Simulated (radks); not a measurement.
Numerical settings for the zirconium ion Zr2+, [Kr] 4d2. Calculated with a radial shooting solver on a logarithmic mesh with Libxc functionals: Dirac Kohn-Sham, PBE, spin-unpolarised, spherical densities, point nucleus; open shells are shared between the two j in proportion to 2j + 1. The defaults (mesh step 0.008 in ln r, mesh end at 40 bohr or more with all orbitals vanishing there, Anderson mixing 0.5 over 9 steps, residual threshold near 1e-9 with the energy settled to 1e-9 hartree or 1e-11 of itself, here a cap of 67 iterations) give E = -3598.2181 hartree and 4d5/2 at -17.236 eV in 14 iterations. Times are rough (one thread of a shared host). Changes against that run (0 stands for a change within the tolerance of the run):

mesh step in ln r 0.12: iterations 2; converged no; E (mhartree) diverged; CPU (s) 0.03
mesh step in ln r 0.2: iterations 2; converged no; E (mhartree) diverged; CPU (s) 0.01
mesh step in ln r 0.08: iterations 2; converged no; E (mhartree) diverged; CPU (s) 0.04
mesh end (bohr) 20: iterations 14; converged yes; E (mhartree) 0; e(4d5/2) (meV) 0; CPU (s) 0.16
mesh end (bohr) 5: iterations 14; converged yes; E (mhartree) +16.3; e(4d5/2) (meV) +620; CPU (s) 0.15
residual threshold 1e-13: iterations 21; converged yes; E (mhartree) 0; e(4d5/2) (meV) 0; CPU (s) 0.2
residual threshold 1e-05: iterations 10; converged yes; E (mhartree) 0; e(4d5/2) (meV) +0.00841; CPU (s) 0.13
mixing 0.01: iterations 20; converged yes; E (mhartree) 0; e(4d5/2) (meV) 0; CPU (s) 0.22
linear mixing, mixing 0.2: iterations 67; converged no; E (mhartree) 0; e(4d5/2) (meV) 0; CPU (s) 0.53
linear mixing, mixing 0.5: iterations 30; converged yes; E (mhartree) 0; e(4d5/2) (meV) 0; CPU (s) 0.26
mixing history 3: iterations 15; converged yes; E (mhartree) 0; e(4d5/2) (meV) 0; CPU (s) 0.17
iteration cap 2: iterations 2; converged no; E (mhartree) +1.26e+03; e(4d5/2) (meV) -1.52e+04; CPU (s) 0.03

Settings that end as converged yet miss the energy by more than 1 mhartree: mesh end (bohr) 5 (+0.0163 hartree). A mesh that ends early acts as a hard wall.
